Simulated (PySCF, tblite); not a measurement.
Isomers of C2H10F2Si3, one GFN2-xTB conformer each. Single-point energies are computed at PBE0/pcSseg-1 (PySCF, gas phase, no added dispersion term), electronic only.

Question: Rank them by PBE0/pcSseg-1 energy, lowest first (kJ/mol).
A. `[F:1][CH:2]([F:3])[CH2:4][SiH:5]([SiH3:6])[SiH3:7]` with F1–C2–C4–Si5 -58°, C2–C4–Si5–Si6 -65°
B. `[F:1][SiH2:2][C@:3]([F:4])([SiH3:5])[CH2:6][SiH3:7]` with F1–Si2–C3–F4 -172°, Si2–C3–C6–Si7 -67°
C. `FC(F)C([SiH3])([SiH3])[SiH3]`
D. `[F:1][CH2:2][SiH2:3][C@H:4]([F:5])[SiH2:6][SiH3:7]` with F1–C2–Si3–C4 180°, C2–Si3–C4–F5 -52°, Si3–C4–Si6–Si7 167°
E. `[CH3:1][Si@H:2]([SiH2:3][SiH3:4])[CH:5]([F:6])[F:7]` with C1–Si2–Si3–Si4 -66°, C1–Si2–C5–F6 178°

Answer: B (0.0), A (62.2), E (73.6), C (96.8), D (169.2).

As drawn, the lowest has an Si–F bond, which the highest lacks; the highest has an Si–Si bond, which the lowest lacks. GFN2-xTB itself gives, in the same order: 0.0, 195.2, 229.2, 138.7, 240.1. Both levels put the same isomer lowest; measured from each level's own lowest isomer, the values differ by up to 155.6 kJ/mol (C[Si@H]([SiH2][SiH3])C(F)F: 229.2 against 73.6).

Which frontier levels, dipoles and rotational constants go with these structures?

| SMILES | HOMO (eV, PBE0/pcSseg-1) | LUMO (eV) | dipole (D) | A, B, C (MHz) |
| --- | --- | --- | --- | --- |
| F[SiH2][C@](F)([SiH3])C[SiH3] | -7.82 | -0.37 | 0.55 | 1511, 1103, 818.2 |
| FC(F)C[SiH]([SiH3])[SiH3] | -8.22 | -0.54 | 2.22 | 1306, 1264, 799.3 |
| C[Si@H]([SiH2][SiH3])C(F)F | -8.14 | -0.58 | 2.17 | 1516, 984.4, 822.2 |
| FC(F)C([SiH3])([SiH3])[SiH3] | -8.94 | 0.04 | 1.76 | 1378, 1276, 1113 |
| FC[SiH2][C@H](F)[SiH2][SiH3] | -7.98 | -0.49 | 2.10 | 4311, 492.0, 455.7 |

What happens when harmonic zero-point energies from GFN2-xTB frequencies are added?

```csv
SMILES,ZPE (kJ/mol),electronic (kJ/mol),with ZPE (kJ/mol)
F[SiH2][C@](F)([SiH3])C[SiH3],269.8,0.0,0.0
FC(F)C[SiH]([SiH3])[SiH3],275.5,62.2,67.8
C[Si@H]([SiH2][SiH3])C(F)F,278.3,73.6,82.1
FC(F)C([SiH3])([SiH3])[SiH3],264.6,96.8,91.6
FC[SiH2][C@H](F)[SiH2][SiH3],272.4,169.2,171.8
```

The zero-point energies span 13.7 kJ/mol. The order is unchanged.
